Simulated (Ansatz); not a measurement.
CH7AlBFSi, SMILES `[BH2][Al]([CH3])[SiH2]F`. The species carries charge 0 and has multiplicity 1. Geometry: relaxed with PBE0-D4/def2-TZVP. It is one conformer, not always the lowest.

```xyz
12

B     1.775   -1.261   -0.951
Al    0.362   -0.022    0.014
C     0.773    1.415    1.286
Si   -2.036   -0.398   -0.501
F    -2.217   -1.610   -1.556
H     2.134   -2.313   -0.498
H     2.255   -0.991   -2.018
H     0.421    2.377    0.896
H     0.246    1.254    2.232
H     1.838    1.511    1.503
H    -2.848   -0.757    0.700
H    -2.703    0.794   -1.108
```

Q: What is the dipole moment at PBE/def2-TZVPP? (An estimate is asked.)

A: Computed: 2.29 D, with components (1.20, 1.43, 1.33) D in this frame, pointing from negative to positive charge.

Q: And with r2SCAN, B3LYP, ωB97M-V? (An estimate is asked.)

A: Ansatz gave: r2SCAN 2.32 D, B3LYP 2.36 D, ωB97M-V 2.39 D.

Q: Give the Mulliken charges with PBE, ωB97M-V, r2SCAN in def2-TZVPP. (An estimate is asked.)

A: The calculation gave: 
| atom | PBE | ωB97M-V | r2SCAN |
| --- | --- | --- | --- |
| B1 | -0.08 | -0.16 | -0.07 |
| Al2 | 0.28 | 0.30 | 0.40 |
| C3 | -0.42 | -0.51 | -0.39 |
| Si4 | 0.31 | 0.30 | 0.36 |
| F5 | -0.29 | -0.33 | -0.34 |
| H6 | 0.03 | 0.09 | 0.01 |
| H7 | 0.03 | 0.09 | 0.01 |
| H8 | 0.10 | 0.11 | 0.07 |
| H9 | 0.10 | 0.11 | 0.07 |
| H10 | 0.10 | 0.11 | 0.07 |
| H11 | -0.08 | -0.05 | -0.10 |
| H12 | -0.08 | -0.05 | -0.10 |

B3LYP here is the variant with VWN-RPA as its local correlation; programs differ in this.
